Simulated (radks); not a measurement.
The numbers below are computed, except where a source is named.
Species: Dy+. Configuration: [Xe] 4f10 6s1 (the NIST ground configuration).

Level of theory: Dirac Kohn-Sham, PBEsol, spin-unpolarised, spherical densities, finite nucleus; open shells are shared between the two j in proportion to 2j + 1; Fermi nuclear charge, rms radius 5.2218 fm (a radial shooting solver on a logarithmic mesh with Libxc functionals).

Energy parts (eV):
| part | energy |
|---|---|
| total | -330969.14 |
| kinetic | 362952.34 |
| electron-nucleus | -815750.23 |
| Hartree | 128909.88 |
| exchange-correlation | -7081.14 |

Orbitals (lengths in bohr, moments of r in powers of bohr; r(max) is where P^2 peaks):
\begin{tabular}{lrrrrr}
orbital & occ. & eigenvalue (eV) & r(max) & <r^2> & small-component weight \\ \hline
1s1/2 & 2 & -53575.34 & 0.01338 & 0.0006098 & 6.07e-02 \\
2s1/2 & 2 & -8922.793 & 0.07624 & 0.009467 & 1.35e-02 \\
2p1/2 & 2 & -8488.161 & 0.05741 & 0.006849 & 1.35e-02 \\
2p3/2 & 4 & -7688.456 & 0.06343 & 0.008075 & 1.25e-02 \\
3s1/2 & 2 & -1990.831 & 0.2157 & 0.06282 & 4.31e-03 \\
3p1/2 & 2 & -1800.938 & 0.2031 & 0.05831 & 4.25e-03 \\
3p3/2 & 4 & -1634.889 & 0.2158 & 0.06526 & 3.95e-03 \\
3d3/2 & 4 & -1307.884 & 0.1708 & 0.05173 & 3.84e-03 \\
3d5/2 & 6 & -1271.609 & 0.1744 & 0.05366 & 3.75e-03 \\
4s1/2 & 2 & -398.6298 & 0.4945 & 0.3174 & 1.38e-03 \\
4p1/2 & 2 & -323.7145 & 0.4976 & 0.3328 & 1.30e-03 \\
4p3/2 & 4 & -286.5391 & 0.5247 & 0.3714 & 1.19e-03 \\
4d3/2 & 4 & -163.0719 & 0.5298 & 0.4235 & 1.02e-03 \\
4d5/2 & 6 & -156.3412 & 0.5386 & 0.4389 & 9.86e-04 \\
5s1/2 & 2 & -55.3665 & 1.159 & 1.910 & 2.81e-04 \\
5p1/2 & 2 & -35.2088 & 1.267 & 2.461 & 2.19e-04 \\
5p3/2 & 4 & -30.4961 & 1.351 & 2.833 & 1.91e-04 \\
4f5/2 & 4.28571 & -10.0781 & 0.5361 & 1.026 & 5.71e-04 \\
4f7/2 & 5.71429 & -9.1988 & 0.5415 & 1.085 & 5.56e-04 \\
6s1/2 & 1 & -8.8338 & 3.240 & 15.47 & 3.50e-05 \\
\end{tabular}

The highest occupied level is 6s1/2 at -8.834 eV. The electron density at the nucleus is 7.392e+05 e/bohr^3. Summed over all electrons, <r^2> = 54.35 bohr^2, which gives a Langevin (diamagnetic) susceptibility term of -43 x 10^-6 cm^3/mol. The density falls to 0.001 e/bohr^3 at r = 4.43 bohr.
